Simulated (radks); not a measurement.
Q: The mean radii <r> (bohr) of the occupied orbitals of an atom or ion are listed with their occupations. All-electron calculation, scalar-relativistic Kohn-Sham, PBE, spin-polarised, spherical densities, point nucleus. Program: a radial shooting solver on a logarithmic mesh with Libxc functionals.

| orbital | occ. | <r> |
|---|---|---|
| 1s up | 1 | 0.02842 |
| 1s down | 1 | 0.02842 |
| 2s up | 1 | 0.1226 |
| 2s down | 1 | 0.1226 |
| 2p up | 3 | 0.1071 |
| 2p down | 3 | 0.1071 |
| 3s up | 1 | 0.3301 |
| 3s down | 1 | 0.3300 |
| 3p up | 3 | 0.3283 |
| 3p down | 3 | 0.3281 |
| 3d up | 5 | 0.3046 |
| 3d down | 5 | 0.3045 |
| 4s up | 1 | 0.7688 |
| 4s down | 1 | 0.7682 |
| 4p up | 3 | 0.8147 |
| 4p down | 3 | 0.8150 |
| 4d up | 5 | 0.9062 |
| 4d down | 1 | 0.9102 |
| 7d up | 1 | 5.232 |

Name the element and its charge. Open shells, if any, are filled with parallel spins first.

A: Z = 51, antimony, charge +8: Sb8+ in [Kr] 4d6 7d1. The 1s radius gives Z: for a bare nucleus <r> = (2 gamma + 1)/(2Z) with gamma = sqrt(1 - (Z/c)^2), 0.028 bohr for Z = 51, and screening makes it slightly larger (0.02842 here). The occupations add up to 43, and the charge is Z minus that.
